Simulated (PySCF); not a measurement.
PBE on H⁻ (hydrogen, charge -1), 1s2, closed-shell 1S. Calculation: PySCF 2.14, in def2-TZVPPD (3s3p1d, 17 functions); no relativity, point nucleus.

```
cycle= 1 E= -0.497476963880781  delta_E= -0.000426  |g|= 0.00172  |ddm|= 0.0443
cycle= 2 E= -0.49747944249101  delta_E= -2.48e-06  |g|= 0.000713  |ddm|= 0.00839
cycle= 3 E= -0.497479924516428  delta_E= -4.82e-07  |g|= 0.000209  |ddm|= 0.00266
cycle= 4 E= -0.497479981706105  delta_E= -5.72e-08  |g|= 2.92e-08  |ddm|= 0.000721
cycle= 5 E= -0.497479981706101  delta_E= 3.89e-15  |g|= 1.73e-08  |ddm|= 1.58e-08
converged SCF energy = -0.497479981706101  <S^2> = -1.7763568e-15  2S+1 = 1
```

Highest occupied orbital energy: 3.810 eV; ⟨L²⟩ = 0.00; populations by l: s 2.00, p 0.00, d 0.00.

Task: Can this result be used?

Result: With care. The run converged. At PBE the highest occupied level has a positive energy, so only the finite basis holds that electron; in a semilocal or global hybrid functional this comes from self-interaction and does not mean that the real anion is unbound.
